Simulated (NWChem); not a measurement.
System: AlNH2F2; SMILES [NH2][Al]([F])[F]

Input file for NWChem:

```
start job
memory heap 200 mb stack 900 mb global 1100 mb
geometry units angstroms noautoz
  Al    -0.000422    -0.035314     0.000000
  F     -1.429519    -0.869354     0.000000
  F      1.409905    -0.900741     0.000000
  N      0.019471     1.713449     0.000000
  H      0.859331     2.279631     0.000000
  H     -0.806595     2.299529     0.000000
end
basis spherical
  * library def2-svpd
end
dft
  xc b3lyp
  iterations 150
end
tddft
  cis
  nroots 6
  notriplet
end
task tddft energy
```

Excerpt of the output:

```
             Northwest Computational Chemistry Package (NWChem) 7.3.0
             --------------------------------------------------------

 CS  symmetry detected

                             Geometry "geometry" -> ""
                             -------------------------

 Output coordinates in angstroms (scale by  1.889725989 to convert to a.u.)

  No.       Tag          Charge          X              Y              Z
 ---- ---------------- ---------- -------------- -------------- --------------
    1 Al                  13.0000     0.00007596    -0.03990255     0.00000000
    2 F                    9.0000    -1.41474048    -0.89794415     0.00000000
    3 F                    9.0000     1.42480881    -0.88140268     0.00000000
    4 N                    7.0000    -0.00954962     1.70894710     0.00000000
    5 H                    1.0000     0.82063469     2.28922367     0.00000000
    6 H                    1.0000    -0.84538985     2.28100122     0.00000000

 Effective nuclear repulsion energy (a.u.)     158.5807920085

      Symmetry information
      --------------------

 Group name             Cs
 Group number              2
 Group order               2
 No. of unique centers     6

                                 NWChem DFT Module
                                 -----------------

 Summary of "ao basis" -> "ao basis" (spherical)
 ------------------------------------------------------------------------------
       Tag                 Description            Shells   Functions and Types
 ---------------- ------------------------------  ------  ---------------------
 Al                        def2-svpd                10       24   5s3p2d
 F                         def2-svpd                 9       23   4s3p2d
 N                         def2-svpd                 8       20   4s2p2d
 H                         def2-svpd                 4        8   2s2p

      Symmetry analysis of basis
      --------------------------

        a'         75
        a"         31

            General Information
            -------------------
          SCF calculation type: DFT
          Wavefunction type:  closed shell.
          No. of atoms     :     6
          No. of electrons :    40
           Alpha electrons :    20
            Beta electrons :    20
          Charge           :     0
          Spin multiplicity:     1
          Use of symmetry is: off; symmetry adaption is: on
          Maximum number of iterations: 150
          AO basis - number of functions:   106
                     number of shells:    44
          Convergence on energy requested:  1.00D-06
          Convergence on density requested:  1.00D-05
          Convergence on gradient requested:  5.00D-04

              XC Information
              --------------
                         B3LYP Method XC Potential
                     Hartree-Fock (Exact) Exchange  0.200
                        Slater Exchange Functional  0.800 local
                    Becke 1988 Exchange Functional  0.720 non-local
              Lee-Yang-Parr Correlation Functional  0.810
                  VWN I RPA Correlation Functional  0.190 local

             Grid Information
             ----------------
          Grid used for XC integration:  medium
          Radial quadrature: Mura-Knowles
          Angular quadrature: Lebedev.
          Tag              B.-S. Rad. Rad. Pts. Rad. Cut. Ang. Pts.
          ---              ---------- --------- --------- ---------
          Al                  1.25       88           9.0       590
          F                   0.50       49          11.0       434
          N                   0.65       49          10.0       434
          H                   0.35       45          12.0       434
          Grid pruning is: on
          Number of quadrature shells:   325
          Spatial weights used:  Erf1

      Superposition of Atomic Density Guess
      -------------------------------------

 Sum of atomic energies:        -495.62921937

      Non-variational initial energy
      ------------------------------

 Total energy =    -496.293267
 1-e energy   =   -1004.049067
 2-e energy   =     349.175008
 HOMO         =      -0.371406
 LUMO         =      -0.062243

      Symmetry analysis of molecular orbitals - initial
      -------------------------------------------------

  Numbering of irreducible representations:

     1 a'          2 a"

  Orbital symmetries:

     1 a'          2 a'          3 a'          4 a'          5 a'
     6 a'          7 a'          8 a"          9 a'         10 a'
    11 a'         12 a'         13 a'         14 a'         15 a"
    16 a"         17 a'         18 a'         19 a'         20 a"
    21 a'         22 a"         23 a'         24 a'         25 a'
    26 a'         27 a'         28 a'         29 a"         30 a"

 !! scf_movecs_sym_adapt:    2 vectors were symmetry contaminated

  Symmetry fudging

   convergence    iter        energy       DeltaE   RMS-Dens  Diis-err
 ---------------- ----- ----------------- --------- --------- ---------
 d= 0,ls=0.0,diis     1   -497.9312563437 -6.57D+02  1.83D-02  9.65D-01

 !! scf_movecs_sym_adapt:    3 vectors were symmetry contaminated

  Symmetry fudging
 d= 0,ls=0.0,diis     2   -497.8232336017  1.08D-01  7.60D-03  2.56D+00

 !! scf_movecs_sym_adapt:    2 vectors were symmetry contaminated

  Symmetry fudging
 d= 0,ls=0.0,diis     3   -498.0369946560 -2.14D-01  7.79D-04  8.68D-03

 !! scf_movecs_sym_adapt:    2 vectors were symmetry contaminated

  Symmetry fudging
 d= 0,ls=0.0,diis     4   -498.0370621253 -6.75D-05  4.47D-04  6.26D-03
 d= 0,ls=0.0,diis     5   -498.0376984498 -6.36D-04  1.08D-04  2.74D-04
  Resetting Diis
 d= 0,ls=0.0,diis     6   -498.0377280353 -2.96D-05  1.87D-05  5.32D-07
 d= 0,ls=0.0,diis     7   -498.0377281086 -7.33D-08  3.05D-06  1.20D-08

         Total DFT energy =     -498.037728108611
      One electron energy =    -1007.610136640332
           Coulomb energy =      398.364579753680
    Exchange-Corr. energy =      -47.372963230444
 Nuclear repulsion energy =      158.580792008485

 Numeric. integr. density =       39.999994047539

                  Occupations of the irreducible representations
                  ----------------------------------------------

                     irrep           alpha         beta
                     --------     --------     --------
                     a'               16.0         16.0
                     a"                4.0          4.0

                       DFT Final Molecular Orbital Analysis
                       ------------------------------------

 Vector   18  Occ=2.000000D+00  E=-4.138778D-01  Symmetry=a'
              MO Center= -1.3D-03,  3.5D-03, -1.1D-10, r^2= 3.3D+00
   Bfn.  Coefficient  Atom+Function         Bfn.  Coefficient  Atom+Function
  ----- ------------  ---------------      ----- ------------  ---------------
    30      0.371696  2 F  py                53      0.371507  3 F  py
    76      0.320877  4 N  py                33     -0.224963  2 F  py
    56     -0.224946  3 F  py                 3      0.158701  1 Al s
    10      0.150140  1 Al py                19     -0.134713  1 Al d  2
    91     -0.121991  5 H  s                 99     -0.121889  6 H  s

 Vector   19  Occ=2.000000D+00  E=-4.081900D-01  Symmetry=a'
              MO Center=  6.6D-03, -8.2D-01,  1.1D-10, r^2= 2.6D+00
   Bfn.  Coefficient  Atom+Function         Bfn.  Coefficient  Atom+Function
  ----- ------------  ---------------      ----- ------------  ---------------
    53     -0.359637  3 F  py                30      0.355416  2 F  py
    29     -0.303557  2 F  px                52     -0.299547  3 F  px
    56      0.244748  3 F  py                33     -0.242098  2 F  py
    32      0.191267  2 F  px                55      0.188549  3 F  px
    59      0.082643  3 F  py                36     -0.082028  2 F  py

[...]

                                NWChem TDDFT Module
                                -------------------

            General Information
            -------------------
           No. of orbitals :     212
            Alpha orbitals :     106
             Beta orbitals :     106
        Alpha frozen cores :       0
         Beta frozen cores :       0
     Alpha frozen virtuals :       0
      Beta frozen virtuals :       0
         Spin multiplicity :       1
    Number of AO functions :     106
        Use of symmetry is : off
      Symmetry adaption is : on
         Schwarz screening :  0.10D-07

              XC Information
              --------------
                  B3LYP Method XC Potential
              Hartree-Fock (Exact) Exchange   0.20
                 Slater Exchange Functional   0.80 local
             Becke 1988 Exchange Functional   0.72 non-local
       Lee-Yang-Parr Correlation Functional   0.81
           VWN I RPA Correlation Functional   0.19 local

             TDDFT Information
             -----------------
          Calculation type : Tamm-Dancoff TDDFT
         Wavefunction type : Restricted singlets
          No. of electrons :      40
           Alpha electrons :      20
            Beta electrons :      20
              No. of roots :       6
          Max subspacesize :    5200
            Max iterations :     100
               Target root :       1
           Target symmetry : none
      Symmetry restriction : off
                 Algorithm : Optimal
        Davidson threshold :  0.10D-03

    6 smallest eigenvalue differences (eV)
--------------------------------------------------------
  No. Spin  Occ  Vir  Irrep   E(Occ)    E(Vir)   E(Diff)
--------------------------------------------------------
    1    1   20   21 a"       -0.292    -0.049     6.625
    2    1   20   22 a'       -0.292     0.010     8.212
    3    1   20   23 a"       -0.292     0.030     8.757
    4    1   20   24 a"       -0.292     0.054     9.418
    5    1   19   21 a'       -0.408    -0.049     9.783
    6    1   20   25 a"       -0.292     0.072     9.898
--------------------------------------------------------

  Entering Davidson iterations
  Restricted singlet excited states

  Iter   NTrls   NConv    DeltaV     DeltaE      Time
  ----  ------  ------  ---------  ---------  ---------
    1      6       0     0.16E+00   0.10+100        9.4
    2     12       0     0.29E-01   0.23E-01        9.9
    3     18       0     0.79E-02   0.10E-02        8.9
    4     24       2     0.32E-01   0.14E-01        9.6
    5     28       2     0.16E-01   0.12E-02        8.6
    6     32       2     0.73E-02   0.20E-02        8.4
    7     36       5     0.89E-03   0.56E-04       10.9
    8     37       5     0.15E-03   0.95E-06        8.1
    9     38       6     0.64E-04   0.34E-07        7.8
  ----  ------  ------  ---------  ---------  ---------
  Convergence criterion met

  Ground state a'       -498.037728108611 a.u.

  ----------------------------------------------------------------------------
  Root   1 singlet a"             0.205530931 a.u.                5.5928 eV
  ----------------------------------------------------------------------------
     Transition Moments    X -0.00000   Y  0.00000   Z  0.68759
     Dipole Oscillator Strength                    0.0647809921
     Electric Quadrupole                           0.0000001324
     Magnetic Dipole                               0.0000009409
     Total Oscillator Strength                     0.0647820654

     Occ.   20  a"  ---  Virt.   21  a'       0.99704
     Occ.   20  a"  ---  Virt.   25  a'       0.05436
  ----------------------------------------------------------------------------
  Root   2 singlet a"             0.276008173 a.u.                7.5106 eV
  ----------------------------------------------------------------------------
     Transition Moments    X -0.00000   Y  0.00000   Z  0.19067
     Dipole Oscillator Strength                    0.0066895461
     Electric Quadrupole                           0.0000002687
     Magnetic Dipole                               0.0000000176
     Total Oscillator Strength                     0.0066898325

     Occ.   20  a"  ---  Virt.   23  a'      -0.99603
  ----------------------------------------------------------------------------
  Root   3 singlet a'             0.280328838 a.u.                7.6281 eV
  ----------------------------------------------------------------------------
     Transition Moments    X  0.00383   Y -0.70078   Z  0.00000
     Dipole Oscillator Strength                    0.0917805970
     Electric Quadrupole                           0.0000006699
     Magnetic Dipole                               0.0000000000
     Total Oscillator Strength                     0.0917812669

     Occ.   12  a'  ---  Virt.   24  a'      -0.05565
     Occ.   15  a'  ---  Virt.   21  a'      -0.07665
     Occ.   18  a'  ---  Virt.   21  a'       0.19615
     Occ.   18  a'  ---  Virt.   23  a'       0.05202
     Occ.   20  a"  ---  Virt.   22  a"       0.95941
     Occ.   20  a"  ---  Virt.   30  a"      -0.09387
  ----------------------------------------------------------------------------
  Root   4 singlet a"             0.302561629 a.u.                8.2331 eV
  ----------------------------------------------------------------------------
     Transition Moments    X  0.00000   Y -0.00000   Z -0.00004
     Dipole Oscillator Strength                    0.0000000004
     Electric Quadrupole                           0.0000002049
     Magnetic Dipole                               0.0000002411
     Total Oscillator Strength                     0.0000004464

     Occ.   17  a"  ---  Virt.   21  a'      -0.05045
     Occ.   20  a"  ---  Virt.   24  a'      -0.98325
     Occ.   20  a"  ---  Virt.   26  a'       0.14332
     Occ.   20  a"  ---  Virt.   31  a'       0.08150
  ----------------------------------------------------------------------------
  Root   5 singlet a"             0.313910633 a.u.                8.5419 eV
  ----------------------------------------------------------------------------
     Transition Moments    X  0.00000   Y -0.00000   Z -0.00010
     Dipole Oscillator Strength                    0.0000000021
     Electric Quadrupole                           0.0000000125
     Magnetic Dipole                               0.0000004739
     Total Oscillator Strength                     0.0000004885

     Occ.   17  a"  ---  Virt.   21  a'      -0.08542
     Occ.   20  a"  ---  Virt.   24  a'      -0.12286
     Occ.   20  a"  ---  Virt.   26  a'      -0.96911
     Occ.   20  a"  ---  Virt.   31  a'       0.18588
  ----------------------------------------------------------------------------
  Root   6 singlet a'             0.316643607 a.u.                8.6163 eV
  ----------------------------------------------------------------------------
     Transition Moments    X -0.25658   Y -0.00171   Z  0.00000
     Dipole Oscillator Strength                    0.0138973417
     Electric Quadrupole                           0.0000000001
     Magnetic Dipole                               0.0000011040
     Total Oscillator Strength                     0.0138984457

     Occ.   19  a'  ---  Virt.   21  a'       0.98911
     Occ.   19  a'  ---  Virt.   23  a'       0.09207

              Target root =      1
          Target symmetry = none
      Ground state energy =   -498.037728108611
        Excitation energy =      0.205530931121
     Excited state energy =   -497.832197177490

  stored tddft:energy   -497.83219717749000
```

Level: B3LYP/def2-SVPD, TDA. The geometry was optimised at PBE0/def2-SVP. B3LYP is NWChem's, with the RPA form of VWN correlation.
